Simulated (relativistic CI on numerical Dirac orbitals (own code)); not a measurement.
## Forbidden lines of Ar9+

These numbers are calculated, not measured: Dirac-Coulomb-Breit CI, KLI orbitals optimised for each configuration, model QED, unscaled Slater integrals (own radial code, finite nucleus).

Configurations in the expansion (outside the closed core 1s2): 2s2.2p5, 2s.2p6, 2s2.2p4.3s, 2s2.2p4.3p, 2p6.3s, 2p6.3p, 2s2.2p4.3d, 2p6.3d, 2s.2p5.3s, 2s.2p5.3p, 2s2.2p4.4s, 2s.2p5.3d, 2s2.2p4.4p, 2s2.2p4.4d, 2s2.2p4.4f, 2s2.2p4.5s, 2s2.2p4.5p, 2s2.2p3.3s2, 2s2.2p4.5d, 2s2.2p4.5f, 2s2.2p4.5g, 2s2.2p3.3s.3p, 2s.2p5.4s, 2s.2p5.4p, 2s2.2p3.3p2, 2s2.2p3.3s.3d, 2s.2p5.4d, 2s.2p5.4f, 2s2.2p3.3p.3d, 2s.2p4.3s2, 2s2.2p3.3d2, 2s.2p5.5s, 2s.2p4.3s.3p, 2s.2p5.5p, 2s.2p5.5d, 2s.2p5.5f. Levels of other configurations are missing.

| λ vac (Å) | Lower | Upper | Type | A (s⁻¹) | gf | Branching (%) |
| --- | --- | --- | --- | --- | --- | --- |
| 31.908 | 2s2.2p5 2P°_3/2 [1] | 2s.2p5.3d 2F°_5/2 [113] | E2 | 3.21e+08 | 2.94e-04 | 2.2 |
| 31.980 | 2s2.2p5 2P°_1/2 [2] | 2s.2p5.3d 2D°_5/2 [118] | E2 | 3.33e+08 | 3.06e-04 | 2.0 |
| 32.009 | 2s2.2p5 2P°_3/2 [1] | 2s.2p5.3d 2F°_7/2 [108] | E2 | 3.19e+08 | 3.92e-04 | 2.2 |
| 40.566 | 2s2.2p5 2P°_3/2 [1] | 2s2.2p4.3p 2F°_7/2 [26] | E2 | 5.01e+07 | 9.89e-05 | 2.7 |
| 40.914 | 2s2.2p5 2P°_1/2 [2] | 2s2.2p4.3p 2F°_5/2 [25] | E2 | 4.32e+07 | 6.51e-05 | 2.5 |
| 41.429 | 2s2.2p5 2P°_3/2 [1] | 2s2.2p4.3p 2P°_3/2 [21] | E2 | 7.00e+07 | 7.20e-05 | 3.2 |
| 41.497 | 2s2.2p5 2P°_3/2 [1] | 2s2.2p4.3p 2D°_5/2 [20] | E2 | 5.50e+07 | 8.52e-05 | 2.8 |
| 5554.4 | 2s2.2p5 2P°_3/2 [1] | 2s2.2p5 2P°_1/2 [2] | M1 | 1.05e+02 | 9.69e-07 | 100.0 |

Terms are leading LS components. Brackets give the number of a level in order of energy, since labels repeat. The list gives strong lines, with weight on those to low levels, among the lowest 377 of 1082 levels, so that lines to higher ones, which can be the strongest, are missing. Levels whose partners in the same complex of configurations lie outside the list can be far off, and so can their lines. Rates are taken at the computed energies, electric ones in the length gauge.

At this charge energies of transitions that change n are usually good to better than 1 %, and those within a shell (Δn = 0) to a few per cent.
